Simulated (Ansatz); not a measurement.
Cost and result for the atomization energy of ClH8N3Si2, SMILES `N[SiH2]N[SiH](N)Cl` (14 atoms, 13 bonds).

```xyz
14

N     0.392   -0.388    1.900
Si   -0.163   -1.418    0.630
N    -0.955   -0.489   -0.586
Si   -0.334    0.850   -1.453
N     1.121    1.272   -0.703
Cl   -1.823    2.301   -1.454
H    -0.284    0.079    2.487
H     1.180   -0.698    2.448
H    -1.176   -2.430    1.042
H     1.063   -2.107    0.153
H    -1.928   -0.710   -0.738
H    -0.082    0.625   -2.893
H     1.794    1.879   -1.138
H     1.195    1.235    0.304
```

Charge 0, multiplicity 1. Geometry: relaxed with PBE0-D4/def2-TZVP. It is one conformer, not always the lowest. Program: Ansatz. All runs use 2 threads of an AMD EPYC 7R13 on a shared host and a share of an NVIDIA H100 80 GB. Times are those of one run each, without the atoms' runs, and a repeat can differ threefold. Electronic energies, without spin–orbit coupling; frozen cores. CCSD(T)/CBS adds CCSD(T) − MP2 in def2-TZVPP to the MP2 limit, and its time is that of the two runs behind it. T1 = 0.010. B3LYP takes the VWN-RPA correlation (the form of Gaussian; ORCA's B3LYP/G).

CCSD(T)/CBS is a level of theory with its own doubt, some kJ/mol a heavy atom from the limit and from the frozen cores, so smaller differences don't rank the functionals.

```csv
level,functions,wall time,atomization (kcal/mol),difference from CCSD(T)/CBS,per bond
ωB97X-V/def2-TZVPP,331,3.2 s,1170.8,6.7,0.5
PBE0-D4/def2-TZVPP,331,3.4 s,1153.6,-10.5,-0.8
PBE-D4/def2-TZVPP (with forces),331,3.6 s,1171.7,7.6,0.6
B2PLYP/def2-TZVPP,331,3.6 s,1146.8,-17.3,-1.3
r2SCAN-D4/def2-TZVPP (with forces),331,4 s,1155.3,-8.8,-0.7
B3LYP-D4/def2-TZVPP (with forces),331,4.1 s,1164.4,0.3,0.0
MP2/def2-QZVPP,621,7.5 s,1162.3,-1.8,-0.1
ωB97M-V/def2-TZVPP (with forces),331,8 s,1169.6,5.5,0.4
CCSD(T)/def2-TZVPP,331,12 s,1123.1,-41.0,-3.2
CCSD(T)/CBS(def2),–,20 s,1164.1,0.0,0.0
```

In def2-TZVPP, CCSD(T) changes the Hartree–Fock value by +310.6 kcal/mol (the triples alone add +16.9 kcal/mol) and MP2 by +325.1 kcal/mol; breaking electron pairs costs correlation energy, which Hartree–Fock lacks. The D4 term adds +15.1 kcal/mol with B3LYP and +8.1 kcal/mol with PBE0; it sums over pairs of atoms, weighted by their polarisabilities, and B3LYP, whose exchange is more repulsive, gets the larger term. From PBE to PBE0 (25 % exact exchange), in def2-TZVPP and without D4, the atomization energy moves by −16.8 kcal/mol: exact exchange takes away binding that semilocal exchange gives to molecules.
